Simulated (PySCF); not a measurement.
PySCF input file for AsH₂, SMILES [AsH2], multiplicity 2, TDA-LC-ωPBE/def2-TZVPD. Geometry optimised at PBE0-D3(BJ)/def2-TZVPD. The isomer is the one that the SMILES or the coordinates give; other isomers of the formula were not compared.

```python
import numpy as np
from pyscf import gto, scf, dft, tdscf

mol = gto.M(
    atom='''
    As    0.00000000   -0.00000000    0.06125498
    H     0.00000000   -1.08649516   -1.01070714
    H     0.00000000    1.08649524   -1.01070707
    ''',
    basis='def2-TZVPD',
    charge=0,
    spin=1,
    max_memory=1600,
    verbose=4,
)
mf = dft.UKS(mol, xc='lc_wpbe').density_fit(auxbasis='def2-universal-jkfit')
mf.grids.level = 3
mf.conv_tol = 1e-9
mf.max_cycle = 100
mf.kernel()
fine, coarse = mf.grids, dft.Grids(mol).set(level=1).build(with_non0tab=True)
for _ in range(3):  # follow internal instabilities
    mf.grids = coarse
    mo, _, stable, _ = mf.stability(return_status=True, nroots=4)
    mf.grids = fine
    if stable:
        break
    mf.kernel(mf.make_rdm1(mo, mf.mo_occ))
mf.grids = dft.Grids(mol).set(level=1).build(with_non0tab=True)  # coarser grid for the response kernel
td = tdscf.TDA(mf)
td.nstates = 10
td.conv_tol = 1e-4
td.kernel(x0=td.get_init_guess(mf, 15))
td.analyze()
```

Log of the run:

```
PySCF version 2.14.0

[INPUT] verbose = 4
[INPUT] num. atoms = 3
[INPUT] num. electrons = 35
[INPUT] charge = 0
[INPUT] spin (= nelec alpha-beta = 2S) = 1
[INPUT] symmetry False subgroup None
[INPUT] Mole.unit = angstrom
[INPUT] Symbol           X                Y                Z      unit          X                Y                Z       unit  Magmom
[INPUT]  1 As     0.000000000000   0.000000000000   0.061254980000 AA    0.000000000000   0.000000000000   0.115755135966 Bohr   0.0
[INPUT]  2 H      0.000000000000  -1.086495160000  -1.010707140000 AA    0.000000000000  -2.053178288065  -1.909959686742 Bohr   0.0
[INPUT]  3 H      0.000000000000   1.086495240000  -1.010707070000 AA    0.000000000000   2.053178439244  -1.909959554462 Bohr   0.0

nuclear repulsion = 23.1261983608698
number of shells = 28
number of NR pGTOs = 131
number of NR cGTOs = 72
basis = def2-TZVPD
ecp = {}


[settings echo left out]
init E= -2235.73386102112
  alpha nocc = 18  HOMO = -0.214312559015272  LUMO = 0.0377761745975977
  beta  nocc = 17  HOMO = -0.351043134736569  LUMO = -0.214312559015272

WARN: HOMO -0.214312559015272 >= LUMO -0.214312559015272

cycle= 1 E= -2236.718583293  delta_E= -0.985  |g|= 0.311  |ddm|= 1.04
  alpha nocc = 18  HOMO = -0.363747930193676  LUMO = 0.0648461118786798
  beta  nocc = 17  HOMO = -0.414026116605278  LUMO = -0.0460151276709633
  HOMO = -0.363747930194  LUMO = -0.046015127671  gap/eV = 8.64595
cycle= 2 E= -2236.72730210899  delta_E= -0.00872  |g|= 0.266  |ddm|= 0.252
  alpha nocc = 18  HOMO = -0.351151446800253  LUMO = 0.0700120459840372
  beta  nocc = 17  HOMO = -0.402196981601876  LUMO = -0.0299347700277171
  HOMO = -0.3511514468  LUMO = -0.0299347700277  gap/eV = 8.74075
cycle= 3 E= -2236.73618469596  delta_E= -0.00888  |g|= 0.0157  |ddm|= 0.123
  alpha nocc = 18  HOMO = -0.351677157946509  LUMO = 0.0720100361794325
  beta  nocc = 17  HOMO = -0.401945570521267  LUMO = -0.0247281109718118
  HOMO = -0.351677157947  LUMO = -0.0247281109718  gap/eV = 8.89674
cycle= 4 E= -2236.7364591856  delta_E= -0.000274  |g|= 0.00492  |ddm|= 0.031
  alpha nocc = 18  HOMO = -0.351846851407258  LUMO = 0.072109917988791
  beta  nocc = 17  HOMO = -0.401231041973315  LUMO = -0.0232236483865158
  HOMO = -0.351846851407  LUMO = -0.0232236483865  gap/eV = 8.94229
cycle= 5 E= -2236.73649138744  delta_E= -3.22e-05  |g|= 0.00127  |ddm|= 0.01
  alpha nocc = 18  HOMO = -0.352374403628907  LUMO = 0.0720266789658517
  beta  nocc = 17  HOMO = -0.401661436795996  LUMO = -0.0233333641227995
  HOMO = -0.352374403629  LUMO = -0.0233333641228  gap/eV = 8.95366
cycle= 6 E= -2236.73649469207  delta_E= -3.3e-06  |g|= 0.000399  |ddm|= 0.00372
  alpha nocc = 18  HOMO = -0.352331827235466  LUMO = 0.0720351568827189
  beta  nocc = 17  HOMO = -0.401623154001263  LUMO = -0.0232249666705666
  HOMO = -0.352331827235  LUMO = -0.0232249666706  gap/eV = 8.95545
cycle= 7 E= -2236.73649501306  delta_E= -3.21e-07  |g|= 0.000143  |ddm|= 0.00106
  alpha nocc = 18  HOMO = -0.352362799951391  LUMO = 0.0720257092163719
  beta  nocc = 17  HOMO = -0.40165718331927  LUMO = -0.0232499816465568
  HOMO = -0.352362799951  LUMO = -0.0232499816466  gap/eV = 8.95562
cycle= 8 E= -2236.73649506252  delta_E= -4.95e-08  |g|= 5.2e-05  |ddm|= 0.000404
  alpha nocc = 18  HOMO = -0.352350918593856  LUMO = 0.072026717920961
  beta  nocc = 17  HOMO = -0.401650136420732  LUMO = -0.0232405484852825
  HOMO = -0.352350918594  LUMO = -0.0232405484853  gap/eV = 8.95555
cycle= 9 E= -2236.73649507131  delta_E= -8.79e-09  |g|= 1.73e-05  |ddm|= 0.000198
  alpha nocc = 18  HOMO = -0.352353071456437  LUMO = 0.0720263779316683
  beta  nocc = 17  HOMO = -0.401651800980306  LUMO = -0.023242524318019
  HOMO = -0.352353071456  LUMO = -0.023242524318  gap/eV = 8.95555
cycle= 10 E= -2236.73649507238  delta_E= -1.08e-09  |g|= 5.02e-06  |ddm|= 7.79e-05
  alpha nocc = 18  HOMO = -0.35235273354993  LUMO = 0.0720263871824489
  beta  nocc = 17  HOMO = -0.401651210409665  LUMO = -0.023242173040507
  HOMO = -0.35235273355  LUMO = -0.0232421730405  gap/eV = 8.95555
cycle= 11 E= -2236.73649507246  delta_E= -7.37e-11  |g|= 8.86e-07  |ddm|= 2.22e-05
  alpha nocc = 18  HOMO = -0.352352861481148  LUMO = 0.0720263723248289
  beta  nocc = 17  HOMO = -0.401651253762854  LUMO = -0.0232422970589869
  HOMO = -0.352352861481  LUMO = -0.023242297059  gap/eV = 8.95555
Extra cycle  E= -2236.73649507247  delta_E= -1.09e-11  |g|= 4.48e-07  |ddm|= 2.08e-06
converged SCF energy = -2236.73649507247  <S^2> = 0.75654334  2S+1 = 2.0065327
tot grids = 12280
uhf_internal: lowest eigs of H = [0.20889272 0.3472927  0.3481261  0.4090062 ]
<class 'pyscf.df.df_jk.DFUKS'> wavefunction is stable in the internal stability analysis
tot grids = 12280


******** <class 'pyscf.tdscf.uks.TDA'> for <class 'pyscf.df.df_jk.DFUKS'> ********
nstates = 10
deg_eia_thresh = 1.000e-03
wfnsym = None
conv_tol = 0.0001
eigh lindep = 1e-12
eigh level_shift = 0
eigh max_cycle = 100


Excitation energies (eV)
[3.05255487 5.04115106 5.58831412 6.03378395 6.272136   7.07085625
 7.52336547 7.90235846 8.01727911 8.37202854]

** Excitation energies and oscillator strengths **
Excited State   1:      3.05255 eV    406.17 nm  f=0.0058
      17b ->   18b     -0.99080
Excited State   2:      5.04115 eV    245.94 nm  f=0.0000
      18a ->   20a     -0.37093
      18a ->   27a     -0.10057
      16b ->   18b     -0.91590
Excited State   3:      5.58831 eV    221.86 nm  f=0.0000
      18a ->   20a     -0.89803
      18a ->   27a     -0.19048
      16b ->   18b      0.38202
Excited State   4:      6.03378 eV    205.48 nm  f=0.0235
      18a ->   19a     -0.94777
      18a ->   21a      0.20498
      18a ->   29a      0.19353
Excited State   5:      6.27214 eV    197.67 nm  f=0.0002
      17a ->   20a     -0.60812
      17a ->   27a     -0.15986
      17b ->   20b      0.72229
      17b ->   27b      0.18435
Excited State   6:      7.07086 eV    175.35 nm  f=0.0013
      16a ->   20a      0.21737
      17a ->   19a     -0.52034
      17a ->   21a      0.22107
      17a ->   29a      0.14944
      16b ->   20b     -0.22204
      17b ->   19b      0.66658
      17b ->   21b     -0.15645
      17b ->   22b      0.14172
      17b ->   28b      0.16817
Excited State   7:      7.52337 eV    164.80 nm  f=0.1992
      18a ->   19a      0.23144
      18a ->   21a      0.94216
      18a ->   33a      0.10141
      15b ->   18b     -0.13467
Excited State   8:      7.90236 eV    156.90 nm  f=0.1930
      17a ->   19a      0.68685
      17a ->   21a     -0.16733
      17a ->   29a     -0.11268
      18a ->   24a     -0.12065
      16b ->   20b      0.15643
      17b ->   19b      0.64811
Excited State   9:      8.01728 eV    154.65 nm  f=0.0215
      17a ->   20a      0.59916
      18a ->   22a      0.62309
      18a ->   35a      0.13037
      17b ->   20b      0.44112
Excited State  10:      8.37203 eV    148.09 nm  f=0.0037
      16a ->   20a      0.60485
      16a ->   27a      0.18100
      17a ->   19a      0.37707
      16b ->   20b     -0.59158
      16b ->   27b     -0.18254
      17b ->   19b     -0.19867

** Transition electric dipole moments (AU) **
state          X           Y           Z        Dip. S.      Osc.
  1        -0.2779      0.0000      0.0000      0.0772      0.0058
  2        -0.0000      0.0000      0.0000      0.0000      0.0000
  3        -0.0000     -0.0000     -0.0000      0.0000      0.0000
  4        -0.3983      0.0000     -0.0000      0.1587      0.0235
  5        -0.0000     -0.0351      0.0000      0.0012      0.0002
  6        -0.0000     -0.0000      0.0867      0.0075      0.0013
  7         1.0397     -0.0000      0.0000      1.0810      0.1992
  8        -0.0000     -0.0000      0.9985      0.9970      0.1930
  9         0.0000     -0.3311     -0.0000      0.1096      0.0215
 10         0.0000     -0.0000      0.1336      0.0179      0.0037

** Transition velocity dipole moments (imaginary part, AU) **
state          X           Y           Z        Dip. S.      Osc.
  1         0.0247      0.0000      0.0000      0.0006      0.0036
  2        -0.0000      0.0000      0.0000      0.0000      0.0000
  3        -0.0000     -0.0000     -0.0000      0.0000      0.0000
  4        -0.1542      0.0000     -0.0000      0.0238      0.0715
  5        -0.0000      0.0042      0.0000      0.0000      0.0001
  6        -0.0000     -0.0000      0.0272      0.0007      0.0019
  7         0.2344     -0.0000      0.0000      0.0550      0.1325
  8        -0.0000     -0.0000      0.2722      0.0741      0.1701
  9         0.0000     -0.0032     -0.0000      0.0000      0.0000
 10         0.0000     -0.0000      0.0418      0.0018      0.0038

** Transition magnetic dipole moments (imaginary part, AU) **
state          X           Y           Z
  1         0.0000      0.9478      0.0000
  2        -0.0000      0.0000     -1.0095
  3         0.0000     -0.0000     -0.0577
  4        -0.0000     -0.2558     -0.0000
  5        -0.0813      0.0000     -0.0000
  6         0.0000     -0.0000     -0.0000
  7         0.0000     -0.3397     -0.0000
  8        -0.0000     -0.0000      0.0000
  9        -0.6457     -0.0000     -0.0000
 10        -0.0000     -0.0000      0.0000
```

The calculation finished and met its thresholds.

Cost: very roughly 40 core-seconds.
